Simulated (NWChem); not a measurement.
System: C$_{5}$H$_{8}$; SMILES C1=CCCC1

```xyz
13

C      1.0689     0.0508    -0.6684
C      1.0689     0.0508     0.6684
C     -0.3192    -0.1110     1.2256
C     -1.2151     0.1466     0.0000
C     -0.3192    -0.1110    -1.2256
H      1.9630     0.1110    -1.2947
H      1.9630     0.1110     1.2947
H     -0.5346     0.5732     2.0629
H     -0.4509    -1.1340     1.6274
H     -1.5279     1.2031     0.0000
H     -2.1327    -0.4600     0.0000
H     -0.4509    -1.1340    -1.6274
H     -0.5346     0.5732    -2.0629
```
Atoms are numbered in this order, from 1.

All runs: NWChem. Pople sets run with spherical d functions. All runs use the structure optimised with PBE0/def2-SVP. B3LYP is NWChem's, with the RPA form of VWN correlation.

Task: Estimate the computed values for B3LYP/6-31+G*. Quantities: highest occupied level (eV); orbital gap (eV); dipole (D).

Result: 
- highest occupied level (eV): -6.55
- orbital gap (eV): 6.91
- dipole (D): 0.26
